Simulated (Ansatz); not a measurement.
Total energies of CH2FInOS (`O[C](=S)[InH][F]`).

Z-matrix (Å, degrees):
```
C
S 1 1.618
In 1 2.158 2 125.2
O 1 1.318 2 124.8 3 180.0
F 3 2.021 1 87.3 2 180.0
H 3 1.687 1 156.4 2 -0.0
H 4 0.988 1 108.2 2 -180.0
```

Total charge 0; spin multiplicity 1. Correlated methods include outer-core shells of In, which these sets cover unevenly. In: def2 effective core potential. The geometry is a stationary point of PBE0-D4/def2-TZVP. It is one conformer, not always the lowest. Basis def2-TZVPP, the Gaussian-basis code of Ansatz.

RPA on PBE orbitals: Hartree–Fock energy of these orbitals -800.08575 Eh, correlation -1.67687 Eh (frozen core).

| functional | energy without D4 (Eh) | D4 term (kJ/mol) |
| --- | --- | --- |
| CAM-B3LYP | -802.73744 | -14.8 |
| PBE-QIDH | -802.13203 | – |

Give the same for LDA (SPW92), PBE, revPBE, BLYP, r2SCAN, B97M-V, PBE0, B3LYP, r2SCANh, r2SCAN0, HSE06 (plane-wave form), BHLYP, LC-ωPBE, ωB97X-V, ωB97M-V, B2PLYP. (Best estimate.)

The calculation gave: 
| functional | energy without D4 (Eh) | D4 term (kJ/mol) |
| --- | --- | --- |
| LDA (SPW92) | -799.62334 | – |
| PBE | -802.43745 | -16.9 |
| revPBE | -802.73289 | -46.3 |
| BLYP | -802.75068 | -36.9 |
| r2SCAN | -802.76638 | -3.8 |
| B97M-V | -802.66111 | – |
| PBE0 | -802.45585 | -14.3 |
| B3LYP | -802.90162 | -27.9 |
| r2SCANh | -802.73414 | -4.1 |
| r2SCAN0 | -802.68786 | -4.6 |
| HSE06 (plane-wave form) | -802.43822 | -13.5 |
| BHLYP | -802.62800 | -24.1 |
| LC-ωPBE | -802.59692 | – |
| ωB97X-V | -802.65966 | – |
| ωB97M-V | -802.68480 | – |
| B2PLYP | -802.34455 | – |

B3LYP takes the VWN-RPA correlation (the form of Gaussian; ORCA's B3LYP/G). HSE06 is the plane-wave form, built on full-range PBE exchange. The double hybrids freeze the cores in their second-order part.

LC-ωPBE has ω = 0.4 bohr⁻¹.
